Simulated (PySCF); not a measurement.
Atomic charges against the basis set

Compound: C₃H₉FSi.
Atom-mapped SMILES: `[CH3:1][C:2]([CH3:3])([F:4])[SiH3:5]` (hydrogens: H6, H7, H8 on C1; H9, H10, H11 on C3; H12, H13, H14 on Si5)

PBE0 throughout (PySCF), one geometry, spherical d and f functions. Isolated species at its PBE0-D3(BJ)/def2-SVP geometry, gas phase. Atoms taken as equivalent share a column and are averaged.

Mulliken charges (e):

| basis | functions | C1/C3 | C2 | F4 | Si5 | H6 (×6) | H12/H13/H14 |
| --- | --- | --- | --- | --- | --- | --- | --- |
| STO-3G | 38 | -0.247 | -0.026 | -0.133 | +0.524 | +0.080 | -0.117 |
| 6-31G | 67 | -0.488 | +0.007 | -0.342 | +0.534 | +0.180 | -0.101 |
| pcSseg-0 | 67 | -0.587 | -0.342 | -0.369 | +0.573 | +0.242 | -0.047 |
| 6-31G* | 92 | -0.561 | +0.220 | -0.358 | +0.328 | +0.187 | -0.063 |
| cc-pVDZ | 119 | -0.029 | -0.109 | -0.255 | +0.242 | +0.052 | -0.044 |
| def2-SVP | 119 | -0.025 | -0.162 | -0.284 | +0.378 | +0.052 | -0.064 |
| 6-311+G(2d,p) | 197 | -0.571 | +0.173 | -0.267 | +0.411 | +0.164 | -0.053 |
| aug-cc-pVDZ | 200 | +0.511 | +0.146 | -0.589 | -0.924 | -0.103 | +0.320 |
| def2-TZVP | 215 | -0.376 | +0.123 | -0.231 | +0.135 | +0.131 | -0.019 |
| IGLO-III | 274 | -0.423 | +0.095 | -0.274 | +0.702 | +0.136 | -0.165 |
| cc-pVTZ | 280 | -0.289 | +0.142 | -0.245 | +0.135 | +0.102 | -0.023 |
| pcSseg-2 | 313 | -0.064 | +0.010 | -0.306 | +0.550 | +0.042 | -0.127 |

IAO charges (e):

```csv
basis,functions,C1/C3,C2,F4,Si5,H6 (×6),H12/H13/H14
STO-3G,38,-0.409,-0.080,-0.153,+0.609,+0.134,-0.121
6-31G,67,-0.444,+0.080,-0.321,+0.426,+0.153,-0.073
pcSseg-0,67,-0.432,+0.047,-0.306,+0.421,+0.151,-0.068
6-31G*,92,-0.425,+0.082,-0.329,+0.552,+0.145,-0.108
cc-pVDZ,119,-0.425,+0.089,-0.331,+0.544,+0.145,-0.107
def2-SVP,119,-0.415,+0.081,-0.333,+0.566,+0.142,-0.112
"6-311+G(2d,p)",197,-0.436,+0.080,-0.347,+0.580,+0.150,-0.114
aug-cc-pVDZ,200,-0.434,+0.090,-0.347,+0.548,+0.149,-0.106
def2-TZVP,215,-0.436,+0.081,-0.346,+0.588,+0.150,-0.116
IGLO-III,274,-0.437,+0.079,-0.348,+0.588,+0.150,-0.116
cc-pVTZ,280,-0.437,+0.084,-0.344,+0.573,+0.150,-0.112
pcSseg-2,313,-0.436,+0.080,-0.347,+0.586,+0.150,-0.116
```

Some averages cover members that differ in this geometry, most widely: H6 (×6), Mulliken in aug-cc-pVDZ -0.145 to -0.069; H12/H13/H14, Mulliken in aug-cc-pVDZ +0.299 to +0.363 e.

Task: Which scheme is steadiest as the basis changes?

Result: Largest range over the bases for any column: IAO 0.19 e, Mulliken 1.63 e. IAO charges move least and Mulliken charges most, counted in e. Without the minimal STO-3G basis the ranges are IAO 0.17, Mulliken 1.63 e.

Task: How much do the charges still move between the two largest bases, cc-pVTZ and pcSseg-2?

Result: At most, over all atoms: Mulliken 0.415 e, IAO 0.013 e.

Task: What do the same runs give for the total energy, the frontier levels and the dipole moment?

Result: 
```
        basis  energy (Eh)  HOMO (eV)  LUMO (eV)  μ (D)
       STO-3G    -502.5163      -4.24       7.44   0.97
        6-31G    -508.5917      -7.97       1.13   1.95
     pcSseg-0    -507.8447      -8.18       0.95   1.89
       6-31G*    -508.6676      -7.85       1.08   1.61
      cc-pVDZ    -508.6986      -7.94       1.02   1.62
     def2-SVP    -508.4395      -8.02       0.97   1.68
6-311+G(2d,p)    -508.7714      -8.13       0.05   1.82
  aug-cc-pVDZ    -508.7182      -8.10      -0.17   1.78
    def2-TZVP    -508.7901      -8.08       0.55   1.73
     IGLO-III    -508.7975      -8.10       0.44   1.76
      cc-pVTZ    -508.7844      -8.06       0.64   1.67
     pcSseg-2    -508.7974      -8.12       0.30   1.79
```

The dipole is fixed by the density alone, so its range of 0.98 D shows that the density itself changes with the basis, not only its division among atoms.
